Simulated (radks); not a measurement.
The numbers below are computed, except where a source is named.
Ionisation of neutral sulfur, [Ne] 3s2 3p4, to [Ne] 3s2 3p3 as the strength of local exchange is varied. Level of theory: scalar-relativistic Kohn-Sham, Slater X-alpha exchange (alpha = 2/3 is LDA exchange), no correlation, spin-polarised, spherical densities, finite nucleus; open shells are filled with parallel spins first; Fermi nuclear charge, rms radius 3.2611 fm (a radial shooting solver on a logarithmic mesh with Libxc functionals).

alpha,E(S) (hartree),exchange (hartree),IE (eV),-e of the level emptied (eV),<r> of it (bohr)
0.555,-392.80362,-18.97851,7.950,3.933 (3p),2.245
0.667,-396.65067,-23.00234,8.812,4.732 (3p),2.172
0.673,-396.85768,-23.21972,8.860,4.776 (3p),2.168
0.723,-398.58639,-25.03843,9.263,5.156 (3p),2.138
0.778,-400.49546,-27.05383,9.719,5.589 (3p),2.106
0.782,-400.63461,-27.20100,9.752,5.621 (3p),2.103
0.97,-407.22108,-34.21069,11.406,7.217 (3p),2.003
0.997,-408.17449,-35.23221,11.655,7.461 (3p),1.990

NIST Atomic Spectra Database: 10.360 eV (measured). The Delta-SCF value meets it near alpha = 0.85. Open shells are spherical and high-spin; term and fine-structure splittings are not resolved.
